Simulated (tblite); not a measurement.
Species: C₇H₈NPS.
SMILES with atom numbers: `[CH2:1]=[CH:2][P@H:3](=[S:4])[c:5]1[cH:6][cH:7][cH:8][cH:9][n:10]1` (hydrogens: H11, H12 on C1; H13 on C2; H14 on P3; H15 on C6; H16 on C7; H17 on C8; H18 on C9)

Structure used (GFN2-xTB), in Å, numbered top down from 1:
```
atom  x, y, z in Å
C1     3.352    0.510    0.491
C2     2.242   -0.128    0.824
P3     1.302   -1.036   -0.433
S4     2.002   -1.052   -2.231
C5    -0.389   -0.382   -0.237
C6    -1.073    0.230   -1.275
C7    -2.351    0.699   -1.015
C8    -2.875    0.530    0.258
C9    -2.097   -0.097    1.222
N10   -0.878   -0.544    0.984
H11    3.709    0.479   -0.529
H12    3.940    1.069    1.200
H13    1.825   -0.136    1.822
H14    1.145   -2.269    0.212
H15   -0.605    0.320   -2.245
H16   -2.927    1.183   -1.790
H17   -3.867    0.877    0.500
H18   -2.464   -0.249    2.229
```

Level: GFN2-xTB in tblite, geometry and Hessian alike; calculated harmonic values, unscaled, isolated species. Errors from tens to a few hundred cm⁻¹ against measured bands are possible. Modes of hydrogen on phosphorus can be 10 to 20 % off. One conformer, not necessarily the lowest.

Harmonic wavenumbers (cm⁻¹): 30.5, 61.3, 92.5, 131.8, 146.3, 219.3, 242.6, 354.6, 362.8, 405.9, 417.5, 546.3, 591.6, 644.0, 692.4, 715.1, 747.5, 760.3, 848.6, 863.7, 894.7, 904.3, 918.9, 935.6, 975.6, 998.9, 1003.7, 1081.8, 1105.0, 1146.5, 1161.1, 1196.1, 1237.3, 1293.2, 1374.0, 1394.3, 1421.4, 1559.2, 1569.1, 1652.4, 2209.3, 3045.1, 3059.6, 3063.1, 3074.6, 3083.3, 3100.5, 3109.3.

A = 1871, B = 662.5, C = 546.1 MHz; mass 169.012 u (most abundant isotopes); point group C1, symmetry number 1.

Question: Zero-point energy?

Answer: ½Σν̃ = 28221 cm⁻¹ = 337.60 kJ/mol.

Question: Give the ideal-gas entropy at 500 K and 1 bar in the rigid-rotor, harmonic-oscillator model (classical rotation).

Answer: Translation 183.58, rotation 134.23, vibration 219.97: S = 537.8 J/(mol K).

Question: And Cp and H(500 K) − H(0)?

Answer: Cp = 244.85 J/(mol K), of which vibrations give 211.59 (their classical limit is 48 R = 399.1); H(500 K) − H(0) = 71.93 kJ/mol without the zero-point energy, 55.30 from vibrations.

Question: What must be added to the electronic energy to get the Gibbs energy at 500 K and 1 bar?

Answer: ZPE + [H(500 K) − H(0)] − T·S = 337.60 + 71.93 − 268.89 = 140.64 kJ/mol.

Question: How do the functions run with temperature in this model?

Answer: 
| T (K) | S (J/(mol K)) | Cp (J/(mol K)) | H − H(0) (kJ/mol) | G − H(0) (kJ/mol) | ln q(vib) |
| --- | --- | --- | --- | --- | --- |
| 100 | 307.0 | 80.3 | 5.71 | -24.98 | 2.26 |
| 200 | 375.0 | 121.5 | 15.76 | -59.24 | 5.06 |
| 300 | 432.9 | 167.4 | 30.20 | -99.67 | 7.78 |
| 800 | 669.3 | 312.8 | 156.66 | -378.77 | 20.84 |
| 1000 | 742.2 | 340.4 | 222.14 | -520.09 | 25.56 |

q(vib) and H(0) count from the zero-point level.

Question: Which modes carry the vibrational entropy at 500 K?

Answer: 30.5 cm⁻¹: 28.55; 61.3 cm⁻¹: 22.75; 92.5 cm⁻¹: 19.34; 131.8 cm⁻¹: 16.43; 146.3 cm⁻¹: 15.57; 219.3 cm⁻¹: 12.28 J/(mol K); the other 42 give 105.05 together.

Question: Blend soft modes into free rotors: weight 1/[1 + (100 cm⁻¹/ν̃)⁴] for the oscillator and the rest for a rotor with moment μB/(μ + B), μ = h/(8π²ν), B = 10⁻⁴⁴ kg m². What vibrational entropy results?

Answer: 200.40 J/(mol K) in place of 219.97, which changes −T·S at 500 K by +9.78 kJ/mol.

Hindered rotation and anharmonicity are outside this model. Other conformers, if any are populated, would add a mixing term that is left out. The structure is chiral; the term R ln 2 for an equal mix with its mirror image is left out.
